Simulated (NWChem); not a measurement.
System: GeH4S; SMILES [SH][GeH3]

The following NWChem deck was run.

```
start job
memory heap 200 mb stack 900 mb global 1100 mb
geometry units angstroms noautosym nocenter noautoz
  Ge    -0.000510    -0.710855     0.000063
  S     -0.072691     1.535170     0.001681
  H      0.727938    -1.244617     1.261789
  H     -1.484789    -1.145154     0.012467
  H      0.706269    -1.244283    -1.274102
  H      1.281956     1.675533    -0.003825
end
basis spherical
  * library def2-svp
end
dft
  xc xcamb88 1.00 lyp 0.81 vwn_5 0.19 hfexch 1.00
  cam 0.33 cam_alpha 0.19 cam_beta 0.46
  iterations 150
end
property
  efieldgrad
end
task dft property
```

The geometry was optimised at PBE-D3(BJ)/def2-SVP.

Vzz is the largest principal value of the second derivative of the potential at the nucleus (NWChem prints the opposite sign); η is the asymmetry. Non-relativistic.

Atoms are numbered as in the input.

Task: Predict the main results of this run. (CAM-B3LYP/def2-SVP.) Quantities: Vzz Ge1 (a.u.); η Ge1; Vzz S2 (a.u.); η S2.

Result: Vzz Ge1 (a.u.): 0.850
η Ge1: 0.05
Vzz S2 (a.u.): -2.359
η S2: 0.54
